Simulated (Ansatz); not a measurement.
Harmonic frequencies (cm⁻¹) at PBE0-D4/def2-TZVP from Ansatz: 89, 96, 115, 122, 140, 144, 203, 373, 379, 497, 503, 673, 690, 2680, 2681.

Each molecule was computed in one conformer, which needn't be the lowest.

Task: Which molecule is it?
A. `[OH][Zr]([OH])([OH])[Cl]`
B. `[SH][Zr]([SH])([SH])[SH]`
C. `[F][Zr]([F])([SH])[SH]`
D. `[NH2][Zr]([F])([F])[F]`

Result: C.
